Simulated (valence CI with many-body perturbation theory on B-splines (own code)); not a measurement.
# Tb XXV: M1 decay

Calculated by relativistic CI+MBPT: five valence electrons over a frozen Dirac-Fock core [Kr], a basis of 7 s, 7 p, 8 d, 6 f, 4 g, 1 h functions for each j, with the one-electron correlation potential Σ1 (screened to all orders), the two-electron term Σ2, the three-electron term Σ3, Breit, model QED; selected single and double excitations, second order for the rest (own B-spline code, finite nucleus).

No measured levels were compared; by estimate terms of the open shell hold to 2 to 4 % of their energy, and close levels can change places. Core correlation moves these levels by up to 10000 cm⁻¹, and in measured spectra 5 to 20 % of such shifts remained as error; rates that hang on mixing are uncertain with them. Only levels of the ground parity were solved; by the run's estimate the other parity begins above the list, which can be wrong where configurations are misplaced.

Lines 51 to 100 of 120 in falling wavelength, among levels below 326690 cm⁻¹, chosen from the decays that carry over 1 % of a level's rate. Wavelengths and rates use the calculated energies, so an error of 3000 cm⁻¹ moves a line at 1540 Å by 4.6 % and its rate by three times that or more. S is in atomic units (e²a₀⁴ for E2 and M2, e²a₀⁶ for E3), for M1 in squared Bohr magnetons. Weak lines are less certain than strong ones. Lines between different terms over intervals too small for the method are left out, as are lines whose strength nearly cancels.

Levels are named by their leading jj configuration (3d3/2^4 stands for four electrons in 3d with j = 3/2), which in mixed levels can hold well under half, so a name can repeat and another be missing. Letters in brackets count levels of one name in rising energy.

| λ vac (Å) | Upper | Lower | Type | A (s⁻¹) | S (a.u.) |
| --- | --- | --- | --- | --- | --- |
| 1557 | (4d3/2^2 4d5/2^3) J=1/2 [a] | (4d3/2^3 4d5/2^2) J=3/2 [a] | M1 | 3.09e+03 | 8.65e-01 |
| 1540 | (4d3/2^2 4d5/2^3) J=9/2 [a] | (4d3/2^3 4d5/2^2) J=7/2 [a] | M1 | 1.55e+03 | 2.09e+00 |
| 1506 | (4d3/2 4d5/2^4) J=5/2 [a] | (4d3/2^2 4d5/2^3) J=7/2 [a] | M1 | 3.09e+03 | 2.34e+00 |
| 1495 | (4d3/2^2 4d5/2^3) J=5/2 [c] | (4d3/2^3 4d5/2^2) J=7/2 [b] | M1 | 1.66e+03 | 1.24e+00 |
| 1483 | (4d3/2^2 4d5/2^3) J=13/2 | (4d3/2^3 4d5/2^2) J=11/2 | M1 | 6.52e+02 | 1.10e+00 |
| 1424 | (4d3/2^2 4d5/2^3) J=3/2 [a] | (4d3/2^3 4d5/2^2) J=3/2 [a] | M1 | 5.02e+03 | 2.15e+00 |
| 1414 | (4d3/2^2 4d5/2^3) J=7/2 [c] | (4d3/2^2 4d5/2^3) J=5/2 [a] | M1 | 2.65e+02 | 2.22e-01 |
| 1396 | (4d3/2^2 4d5/2^3) J=9/2 [c] | (4d3/2^2 4d5/2^3) J=11/2 | M1 | 2.29e+02 | 2.31e-01 |
| 1389 | (4d3/2^2 4d5/2^3) J=5/2 [a] | (4d3/2^3 4d5/2^2) J=5/2 [a] | M1 | 6.75e+03 | 4.02e+00 |
| 1369 | (4d3/2^3 4d5/2^2) J=7/2 [a] | (4d3/2^4 4d5/2) J=5/2 | M1 | 1.44e+03 | 1.10e+00 |
| 1354 | (4d3/2 4d5/2^4) J=3/2 [a] | (4d3/2^2 4d5/2^3) J=5/2 [b] | M1 | 2.31e+03 | 8.50e-01 |
| 1334 | (4d3/2^2 4d5/2^3) J=5/2 [b] | (4d3/2^3 4d5/2^2) J=3/2 [a] | M1 | 7.68e+02 | 4.05e-01 |
| 1331 | (4d3/2 4d5/2^4) J=11/2 | (4d3/2^2 4d5/2^3) J=13/2 | M1 | 1.59e+03 | 1.67e+00 |
| 1320 | (4d3/2^3 4d5/2^2) J=3/2 [a] | (4d3/2^4 4d5/2) J=5/2 | M1 | 6.04e+03 | 2.06e+00 |
| 1310 | (4d3/2 4d5/2^4) J=7/2 [a] | (4d3/2^2 4d5/2^3) J=9/2 [a] | M1 | 4.59e+03 | 3.06e+00 |
| 1287 | (4d3/2^2 4d5/2^3) J=5/2 [b] | (4d3/2^3 4d5/2^2) J=7/2 [a] | M1 | 1.42e+03 | 6.72e-01 |
| 1278 | (4d3/2 4d5/2^4) J=5/2 [a] | (4d3/2^2 4d5/2^3) J=5/2 [a] | M1 | 1.02e+04 | 4.72e+00 |
| 1273 | (4d3/2 4d5/2^4) J=3/2 [a] | (4d3/2^2 4d5/2^3) J=3/2 [a] | M1 | 5.95e+03 | 1.82e+00 |
| 1260 | (4d3/2^2 4d5/2^3) J=9/2 [b] | (4d3/2^3 4d5/2^2) J=9/2 | M1 | 4.69e+03 | 3.48e+00 |
| 1239 | (4d3/2^2 4d5/2^3) J=7/2 [b] | (4d3/2^3 4d5/2^2) J=5/2 [b] | M1 | 8.04e+01 | 4.54e-02 |
| 1213 | (4d3/2^2 4d5/2^3) J=7/2 [c] | (4d3/2^3 4d5/2^2) J=7/2 [b] | M1 | 1.89e+03 | 1.00e+00 |
| 1202 | (4d3/2 4d5/2^4) J=11/2 | (4d3/2^2 4d5/2^3) J=9/2 [a] | M1 | 1.89e+03 | 1.46e+00 |
| 1201 | (4d3/2^2 4d5/2^3) J=7/2 [b] | (4d3/2^3 4d5/2^2) J=9/2 | M1 | 1.09e+03 | 5.57e-01 |
| 1193 | (4d3/2^2 4d5/2^3) J=7/2 [a] | (4d3/2^3 4d5/2^2) J=5/2 [a] | M1 | 6.70e+02 | 3.37e-01 |
| 1182 | (4d3/2 4d5/2^4) J=3/2 [a] | (4d3/2^2 4d5/2^3) J=1/2 [a] | M1 | 5.77e+03 | 1.41e+00 |
| 1180 | (4d3/2^3 4d5/2^2) J=3/2 [b] | (4d3/2^3 4d5/2^2) J=5/2 [a] | M1 | 4.39e+02 | 1.07e-01 |
| 1169 | (4d3/2 4d5/2^4) J=7/2 [a] | (4d3/2^2 4d5/2^3) J=7/2 [a] | M1 | 3.93e+03 | 1.86e+00 |
| 1165 | (4d3/2 4d5/2^4) J=5/2 [b] | (4d3/2^2 4d5/2^3) J=5/2 [b] | M1 | 3.17e+03 | 1.12e+00 |
| 1163 | (4d3/2^2 4d5/2^3) J=3/2 [b] | (4d3/2^3 4d5/2^2) J=1/2 | M1 | 6.30e+02 | 1.47e-01 |
| 1153 | (4d3/2^2 4d5/2^3) J=9/2 [b] | (4d3/2^3 4d5/2^2) J=11/2 | M1 | 1.64e+03 | 9.35e-01 |
| 1131 | (4d3/2 4d5/2^4) J=11/2 | (4d3/2^2 4d5/2^3) J=11/2 | M1 | 7.19e+03 | 4.62e+00 |
| 1130 | (4d3/2^3 4d5/2^2) J=5/2 [b] | (4d3/2^4 4d5/2) J=5/2 | M1 | 3.68e+01 | 1.18e-02 |
| 1111 | (4d3/2 4d5/2^4) J=5/2 [a] | (4d3/2^3 4d5/2^2) J=7/2 [b] | M1 | 4.70e+02 | 1.44e-01 |
| 1099 | (4d3/2^2 4d5/2^3) J=3/2 [b] | (4d3/2^3 4d5/2^2) J=5/2 [b] | M1 | 5.28e+02 | 1.04e-01 |
| 1084 | (4d3/2^2 4d5/2^3) J=9/2 [b] | (4d3/2^3 4d5/2^2) J=7/2 [a] | M1 | 1.58e+03 | 7.48e-01 |
| 1062 | (4d3/2^2 4d5/2^3) J=1/2 [b] | (4d3/2^3 4d5/2^2) J=1/2 | M1 | 2.20e+03 | 1.96e-01 |
| 1040 | (4d3/2^2 4d5/2^3) J=7/2 [b] | (4d3/2^3 4d5/2^2) J=7/2 [a] | M1 | 6.74e+01 | 2.25e-02 |
| 1038 | (4d3/2^2 4d5/2^3) J=5/2 [c] | (4d3/2^3 4d5/2^2) J=3/2 [a] | M1 | 1.17e+03 | 2.92e-01 |
| 1027 | (4d3/2 4d5/2^4) J=7/2 [a] | (4d3/2^2 4d5/2^3) J=5/2 [a] | M1 | 4.54e+02 | 1.46e-01 |
| 1010 | (4d3/2^2 4d5/2^3) J=5/2 [c] | (4d3/2^3 4d5/2^2) J=7/2 [a] | M1 | 3.58e+03 | 8.21e-01 |
| 1009 | (4d3/2^2 4d5/2^3) J=9/2 [c] | (4d3/2^3 4d5/2^2) J=7/2 [b] | M1 | 1.92e+03 | 7.31e-01 |
| 1009 | (4d3/2^2 4d5/2^3) J=7/2 [c] | (4d3/2^3 4d5/2^2) J=5/2 [b] | M1 | 8.84e+02 | 2.69e-01 |
| 989.3 | (4d3/2^2 4d5/2^3) J=3/2 [a] | (4d3/2^3 4d5/2^2) J=5/2 [a] | M1 | 4.02e+03 | 5.77e-01 |
| 983.3 | (4d3/2^2 4d5/2^3) J=7/2 [c] | (4d3/2^3 4d5/2^2) J=9/2 | M1 | 2.28e+03 | 6.44e-01 |
| 963.8 | (4d3/2^2 4d5/2^3) J=3/2 [b] | (4d3/2^3 4d5/2^2) J=3/2 [a] | M1 | 1.12e+03 | 1.48e-01 |
| 950.6 | (4d3/2^3 4d5/2^2) J=7/2 [b] | (4d3/2^4 4d5/2) J=5/2 | M1 | 2.67e+02 | 6.80e-02 |
| 945.1 | (4d3/2^2 4d5/2^3) J=5/2 [b] | (4d3/2^3 4d5/2^2) J=5/2 [a] | M1 | 6.28e+01 | 1.18e-02 |
| 937.4 | (4d3/2 4d5/2^4) J=5/2 [a] | (4d3/2^3 4d5/2^2) J=5/2 [b] | M1 | 3.58e+03 | 6.55e-01 |
| 928.7 | (4d3/2 4d5/2^4) J=3/2 [a] | (4d3/2^2 4d5/2^3) J=5/2 [a] | M1 | 1.29e+03 | 1.53e-01 |
| 916.6 | (4d3/2 4d5/2^4) J=7/2 [a] | (4d3/2^3 4d5/2^2) J=7/2 [b] | M1 | 4.56e+02 | 1.04e-01 |
